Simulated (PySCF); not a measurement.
Computed with TPSSh-D3(BJ)/def2-TZVP // CAM-B3LYP-D3(BJ)/def2-TZVP (PySCF). Gas-phase values, no solvent. Excitations are Tamm–Dancoff values on a coarser integration grid. The basis has no diffuse functions, so Rydberg states are missing or too high.

Reference species (SMILES): `[SiH](/[SiH3])=N/[H]` (neutral, multiplicity 1).

The S1–T1 gap (TDA) is 0.64 eV and the S1 oscillator strength is 0.000.

Changed species: `[SiH2]=[SiH]N`.

Q: Predict the effect on the S1–T1 gap (TDA) and S1 oscillator strength.

A: the S1–T1 gap (TDA) increases by 1.82 eV, to 2.46 eV; the S1 oscillator strength hardly moves.
